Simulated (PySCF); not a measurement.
## LDA on Eu (europium, neutral)

Configuration: [Xe] 4f6 6s2 6p1, one real determinant (an excited configuration). Computed with PySCF 2.14 in cc-pVDZ-X2C, with the spin-free X2C one-electron Hamiltonian (Gaussian nucleus).

```json
{"Total energy": "-10835.16 hartree", "One-electron energy": "-14802.91 hartree", "Hartree (Coulomb) energy": "4204.93 hartree", "Exchange-correlation energy": "-237.18 hartree", "⟨S²⟩": "16.1471", "⟨L²⟩": "15.410", "Sum of ⟨r⟩": "46.13 bohr", "Sum of ⟨r²⟩": "96.36 bohr²", "Traceless quadrupole moment −½Σ⟨3z² − r²⟩ along its main axis": "-10.3 e·bohr²", "Langevin diamagnetic susceptibility": "-76.3 ×10⁻⁶ cm³/mol"}
```

```csv
shell,electrons,mean orbital energy (eV),spread (eV),"rms radius, mean of both spins (bohr)"
1s α,1,-48200.3,0,0.0254
1s β,1,-48200.2,0,0.0254
2s α,1,-7925.1,0,0.103
2s β,1,-7925.0,0,0.103
2p α,3,-7078.6,0.201,0.0923
2p β,3,-7078.5,0.200,0.0923
3s α,1,-1753.3,0,0.267
3s β,1,-1751.1,0,0.267
3p α,3,-1488.6,1.015,0.267
3p β,3,-1486.5,1.307,0.267
3d α,5,-1127.4,0.909,0.245
3d β,5,-1125.7,1.243,0.245
4s α,1,-357.07,0,0.601
4s β,1,-351.99,0,0.601
4p α,3,-269.43,1.400,0.638
4p β,3,-264.38,2.095,0.638
4d α,5,-145.78,1.331,0.703
4d β,5,-140.82,2.293,0.703
5s α,1,-51.996,0,1.44
5s β,1,-49.452,0,1.44
5p α,3,-30.186,0.329,1.69
5p β,3,-28.279,0.461,1.69
4f α,6,-12.906,1.073,0.991
6s α,1,-5.538,0,3.99
6s β,1,-5.174,0,3.99
6p α,1,-2.483,0,5.30
```

⟨L²⟩ = 15.41 against 20 for a pure G term, so this real determinant mixes terms. Spin-orbit coupling, absent here, splits the open shell strongly. ⟨S²⟩ = 16.15 against 15.75 shows spin contamination.

Densities and radii are taken from the X2C orbitals without a picture-change correction, which distorts them close to the nucleus.
